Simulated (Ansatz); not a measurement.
`F[Si]1([SiH3])C[SiH2]1`, relaxed with RKS PBE-D4/def2-SVP in the Gaussian-basis code of Ansatz from a rough embedded geometry. The force threshold is 0.03 eV/Å; the program also tests the step.

Total charge 0; spin multiplicity 1.

Start:

```xyz
12

F    -0.854    2.152    0.314
Si   -1.058    0.633    0.067
Si   -0.065    0.040   -1.950
C    -0.690   -0.366    1.503
Si    1.117   -0.424    1.487
H    -0.838    0.654   -3.083
H    -0.195   -1.483   -2.155
H     1.320    0.395   -2.045
H    -1.063    0.185    2.394
H    -1.148   -1.274    1.518
H     1.875    0.866    1.502
H     1.599   -1.378    0.448
```

**Question.** By how much does the energy fall, and how many steps does the optimiser take? (Estimate.)

**Answer.** Computed: 117.67 kJ/mol, in 19 steps, 2 of them rejected.

**Question.** Which bonds change most? (Estimate.)

**Answer.** Ansatz gave: Si2–H11 from 3.274 to 1.685 Å; Si2–Si5 from 2.805 to 2.512 Å; C4–Si5 from 1.808 to 2.001 Å; F1–Si2 from 1.553 to 1.647 Å.

**Question.** Give the relaxed structure. (Best estimate.)

**Answer.** Computed: 
```xyz
12

F    -0.736    2.264    0.356
Si   -0.234    0.701    0.238
Si    0.033   -0.004   -1.973
C    -0.758   -0.427    1.583
Si    1.214   -0.480    1.918
H    -0.952    0.702   -2.863
H    -0.226   -1.485   -1.998
H     1.430    0.283   -2.446
H    -1.325    0.050    2.405
H    -1.197   -1.397    1.291
H     1.273    0.957    0.949
H     1.477   -1.164    0.539
```
